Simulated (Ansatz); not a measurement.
```yaml
crystal:
  periodic: [false, false, false]
  atoms:
    - {symbol: F, position_ang: [-1.581868, 0.288240, 1.665404]}
    - {symbol: Si, position_ang: [-0.363640, 0.666235, 0.715320]}
    - {symbol: C, position_ang: [0.557110, -0.754602, -0.031121]}
    - {symbol: C, position_ang: [-0.211650, 0.088772, -1.015954]}
    - {symbol: S, position_ang: [-0.137552, 0.347902, -2.590763]}
    - {symbol: H, position_ang: [0.233447, 1.936195, 1.168064]}
    - {symbol: H, position_ang: [-0.012050, -1.654318, 0.236936]}
    - {symbol: H, position_ang: [1.608205, -0.975524, -0.203784]}
basis:
  gaussian: {orbitals: aug-pcseg-2, point_charges: [{charge: 2.00, position_ang: [4.540, 0.060, -0.017]}]}
magnetization: {spin_polarized: true, initial_magnetization: 4}
hamiltonian: {xc: {name: revPBE}}
output: {forces: true}
```

```sh
$ ansatz run in.yaml --threads 2 --pin off --events-out ev --progress --plain --max-ram 4352MiB
```

It prints (some lines left out):

```
Functional definition: revPBE
1442 factors; their error is unknown
mean field evaluation 1: about -23534.0976 eV, gradient 5.8e1 eV
mean field evaluation 2: about -23401.1979 eV, gradient 1.4e2 eV
mean field evaluation 4: about -23542.5219 eV, gradient 4.8e1 eV
mean field evaluation 8: about -23555.9141 eV, gradient 5.3e0 eV
mean field evaluation 16: about -23555.8794 eV, gradient 6.7e-3 eV
a density is far from that of the atoms, so the factors are made again for it
2183 factors; integrals over basis functions are off by at most 1.1e-3 eV
mean field evaluation 64: about -23555.8684 eV, gradient 1.8e-4 eV
mean field -23555.86840513 eV, -865.6621971475 hartree, gradient 2.8e-5 eV, S^2 6.005770; 0 other end points of the search recorded, 0 dependent functions left out
reference -23555.86853933 eV, -865.6622020791 hartree; 29, 25 occupied and 278, 282 virtual orbitals, 2183 factors
Total energy: -23555.86853933 eV, -865.6622020791 hartree
Atom 0 at    -1.581868     0.288240     1.665404 Å, force     0.593405    -0.074979    -0.610196 eV/Å
Atom 1 at    -0.363640     0.666235     0.715320 Å, force    -1.299151     1.807056     1.852267 eV/Å
Atom 2 at     0.557110    -0.754602    -0.031121 Å, force     3.030638    -1.267238    -3.124957 eV/Å
Atom 3 at    -0.211650     0.088772    -1.015954 Å, force     0.971910    -0.478046     4.272037 eV/Å
Atom 4 at    -0.137552     0.347902    -2.590763 Å, force     0.100884     0.188854    -3.704776 eV/Å
Atom 5 at     0.233447     1.936195     1.168064 Å, force     0.055827    -0.201805    -0.005756 eV/Å
Atom 6 at    -0.012050    -1.654318     0.236936 Å, force     0.233628    -0.259952     0.345748 eV/Å
Atom 7 at     1.608205    -0.975524    -0.203784 Å, force     3.901437     2.553162     1.504073 eV/Å
Dipole moment:    -4.927013     0.400824    -0.644381 e Å
```

Problem. What is wrong with this run?

Solution. The spin is set far too high for this molecule. The run converged. The result belongs to that input, not to the molecule as meant.
